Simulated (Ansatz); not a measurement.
Ansatz (a first-principles code) input (CCSD(T)/aug-cc-pVDZ):

Ansatz 0.2 input:
```yaml
crystal:
  periodic: [false, false, false]
  atoms:
    - {symbol: C, position_ang: [2.64704876, -0.01554759, -0.53069350]}
    - {symbol: C, position_ang: [1.16025362, 0.30827824, -0.63417804]}
    - {symbol: C, position_ang: [0.32456717, -0.39793917, 0.43977248]}
    - {symbol: C, position_ang: [-1.15037856, -0.07417396, 0.33383193]}
    - {symbol: C, position_ang: [-1.65212937, 1.01986174, 1.01642769]}
    - {symbol: C, position_ang: [-1.95672186, -0.85684296, -0.47379476]}
    - {symbol: H, position_ang: [3.04925245, 0.28721528, 0.43920325]}
    - {symbol: H, position_ang: [3.22087314, 0.49817106, -1.30405283]}
    - {symbol: H, position_ang: [2.82488773, -1.08810147, -0.64085266]}
    - {symbol: H, position_ang: [0.78368951, 0.02308611, -1.62062672]}
    - {symbol: H, position_ang: [1.00640377, 1.38785025, -0.54987737]}
    - {symbol: H, position_ang: [0.46983665, -1.47813986, 0.35364171]}
    - {symbol: H, position_ang: [0.69323787, -0.10923018, 1.42770353]}
    - {symbol: H, position_ang: [-2.69357038, 1.30153886, 0.93367978]}
    - {symbol: H, position_ang: [-1.02051181, 1.62404199, 1.65359051]}
    - {symbol: H, position_ang: [-1.56261882, -1.71644920, -0.99889036]}
    - {symbol: H, position_ang: [-3.00731875, -0.63180054, -0.60171349]}
basis:
  gaussian:
    orbitals: aug-cc-pVDZ
magnetization: {spin_polarized: true, initial_magnetization: 1}
correlation: {method: ccsd_t, electrons: outside_noble_gas}
output: {forces: true}
```

End of the output:

```
cycle   6  -25.01665270 eV  change   -1.5e-3 eV  update   1.6e-3
cycle   7  -25.01689124 eV  change   -2.4e-4 eV  update   4.7e-4
cycle   8  -25.01699912 eV  change   -1.1e-4 eV  update   1.8e-4
cycle   9  -25.01700207 eV  change   -3.0e-6 eV  update   5.9e-5
cycle  10  -25.01698885 eV  change    1.3e-5 eV  update   2.1e-5
cycle  11  -25.01700253 eV  change   -1.4e-5 eV  update   8.1e-6
cycle  12  -25.01700882 eV  change   -6.3e-6 eV  update   2.5e-6
coupled cluster: 17.76 GiB planned
perturbative correction -0.90045194 eV, -0.0330909983 hartree
the calculation of the forces begins
1.16 GiB of device memory are held for the factors and their scratch space
Total energy: -6382.49908990 eV, -234.5525153407 hartree
Atom 0 at     2.647049    -0.015548    -0.530694 Å, force    -0.067416    -0.000857     0.014888 eV/Å
Atom 1 at     1.160254     0.308278    -0.634178 Å, force    -0.023609    -0.037336     0.053087 eV/Å
Atom 2 at     0.324567    -0.397939     0.439772 Å, force     0.056270     0.041073    -0.065069 eV/Å
Atom 3 at    -1.150379    -0.074174     0.333832 Å, force     0.662093    -0.149093     0.051874 eV/Å
Atom 4 at    -1.652129     1.019862     1.016428 Å, force    -0.215489     0.477288     0.289148 eV/Å
Atom 5 at    -1.956722    -0.856843    -0.473795 Å, force    -0.346438    -0.333486    -0.354124 eV/Å
Atom 6 at     3.049252     0.287215     0.439203 Å, force     0.163639     0.144037     0.433620 eV/Å
Atom 7 at     3.220873     0.498171    -1.304053 Å, force     0.247544     0.230465    -0.344972 eV/Å
Atom 8 at     2.824888    -1.088101    -0.640853 Å, force     0.062091    -0.478234    -0.054806 eV/Å
Atom 9 at     0.783690     0.023086    -1.620627 Å, force    -0.171134    -0.141503    -0.437796 eV/Å
Atom 10 at     1.006404     1.387850    -0.549877 Å, force    -0.069526     0.482804     0.052771 eV/Å
Atom 11 at     0.469837    -1.478140     0.353642 Å, force     0.059851    -0.498232    -0.048781 eV/Å
Atom 12 at     0.693238    -0.109230     1.427704 Å, force     0.164392     0.143122     0.454885 eV/Å
Atom 13 at    -2.693570     1.301539     0.933680 Å, force    -0.510007     0.135025    -0.044887 eV/Å
Atom 14 at    -1.020512     1.624042     1.653591 Å, force     0.308340     0.291095     0.313094 eV/Å
Atom 15 at    -1.562619    -1.716449    -0.998890 Å, force     0.192791    -0.421033    -0.252126 eV/Å
Atom 16 at    -3.007319    -0.631801    -0.601713 Å, force    -0.513394     0.114867    -0.060805 eV/Å
Dipole moment:     0.063327     0.004420    -0.018893 e Å
```

It need not be the lowest isomer of its formula.

The determinant is spin-contaminated: <S^2> is 0.95 against 0.75 for a pure state.
